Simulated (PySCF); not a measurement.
Al⁺ (aluminium, charge +1) across methods

[Ne] 3s2, closed-shell 1S. All numbers are calculated (PySCF 2.14, scalar relativity by spin-free X2C-1e, in x2c-QZVPPall (9s6p4d2f1g, 70 functions)).

| method | E (hartree) | mean ε 2s (eV) | mean ε 2p (eV) | mean ε 3s (eV) | Σ⟨r²⟩ (bohr²) | ⟨S²⟩ |
| --- | --- | --- | --- | --- | --- | --- |
| wB97M-V | -242.5837 | -125.95 | -84.970 | -17.926 | 16.83 | 0.000 |
| LDA | -241.5333 | -115.83 | -78.074 | -14.917 | 16.72 | 0.000 |
| PBE0 | -242.4733 | -123.25 | -82.700 | -15.764 | 16.82 | 0.000 |
| M06 | -242.5839 | -123.85 | -83.048 | -15.701 | 16.39 | 0.000 |
| revPBE | -242.5417 | -116.56 | -77.913 | -14.766 | 16.84 | 0.000 |
| PBE | -242.4549 | -116.45 | -77.952 | -14.808 | 16.79 | 0.000 |
| r2SCAN | -242.5517 | -120.06 | -79.773 | -14.962 | 16.90 | 0.000 |
| UHF | -242.11169 | -142.46 | -95.807 | -17.781 | 17.23 | 0.000 |

(1) Estimate the same row for r2SCAN0.

## Answers

(1) E (hartree) = -242.5482; mean ε 2s (eV) = -125.78; mean ε 2p (eV) = -84.003; mean ε 3s (eV) = -15.845; Σ⟨r²⟩ (bohr²) = 16.91; ⟨S²⟩ = 0.000.
